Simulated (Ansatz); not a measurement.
Ansatz (a quantum-chemistry and plane-wave program) input (CCSD(T)/aug-cc-pV(D+d)Z):
A basis named .json is the Basis Set Exchange file of that set.

Ansatz 0.2 input:
```yaml
crystal:
  periodic: [false, false, false]
  atoms:
    - {symbol: C, position_ang: [-0.68063919, 1.62136650, 0.31209326]}
    - {symbol: C, position_ang: [-0.62435720, 0.30560876, 0.10748579]}
    - {symbol: Si, position_ang: [-2.18765046, -0.72127330, 0.10545487]}
    - {symbol: C, position_ang: [0.67599644, -0.40849767, -0.12811924]}
    - {symbol: O, position_ang: [1.77111474, 0.47644994, -0.10164028]}
    - {symbol: C, position_ang: [3.00362977, -0.17300103, -0.32080791]}
    - {symbol: H, position_ang: [0.21472865, 2.23075608, 0.31647154]}
    - {symbol: H, position_ang: [-1.62338161, 2.12719528, 0.48110520]}
    - {symbol: H, position_ang: [-3.34779024, 0.16329502, 0.35309859]}
    - {symbol: H, position_ang: [-2.36024832, -1.41338476, -1.19655789]}
    - {symbol: H, position_ang: [-2.12954027, -1.76925909, 1.15540464]}
    - {symbol: H, position_ang: [0.80674307, -1.19203092, 0.63616099]}
    - {symbol: H, position_ang: [0.63656281, -0.92952258, -1.09874859]}
    - {symbol: H, position_ang: [3.20177275, -0.92817977, 0.45061009]}
    - {symbol: H, position_ang: [3.78176729, 0.58739729, -0.28208125]}
    - {symbol: H, position_ang: [3.02979533, -0.66289925, -1.30262073]}
basis:
  gaussian:
    orbitals: aug-cc-pV_D+d_Z.json
total_charge: 1
magnetization: {spin_polarized: true, initial_magnetization: 1}
correlation: {method: ccsd_t, electrons: outside_noble_gas}
```

End of the output:

```
determinant -14168.87246443 eV, -520.6964590611 hartree, with singles and doubles -14194.12117158 eV, -521.6243319346 hartree
determinant -14168.57506120 eV, -520.6855296942 hartree, with singles and doubles -14193.37474881 eV, -521.5969014040 hartree
determinant -14170.95962024 eV, -520.7731606226 hartree, with singles and doubles -14195.48898414 eV, -521.6745981192 hartree
determinant -14170.45492248 eV, -520.7546133217 hartree, with singles and doubles -14195.21832598 eV, -521.6646516152 hartree
determinant -14169.89289762 eV, -520.7339592891 hartree, with singles and doubles -14195.32553568 eV, -521.6685914992 hartree
determinant -14170.95962024 eV, -520.7731606226 hartree, with singles and doubles -14195.51838185 eV, -521.6756784650 hartree
determinant -14170.45492248 eV, -520.7546133217 hartree, with singles and doubles -14195.28760924 eV, -521.6671977280 hartree
determinant -14169.89289762 eV, -520.7339592891 hartree, with singles and doubles -14195.35051075 eV, -521.6695093158 hartree
10 core orbitals not correlated
reference -14170.95962024 eV, -520.7731606226 hartree; 18, 17 occupied and 209, 210 virtual orbitals, 2356 factors
second order -22.28267413 eV of doubles, -0.00000000 eV of singles
coupled cluster: 19.17 GiB planned
cycle   1  -24.55876507 eV  change   -3.5e-6 eV  update   3.8e-6
perturbative correction -0.82222455 eV, -0.0302161949 hartree
Total energy: -14196.34060987 eV, -521.7058947874 hartree
```

This state (charge 1, doublet) is run at the relaxed geometry of the species with charge 0 and multiplicity 1.
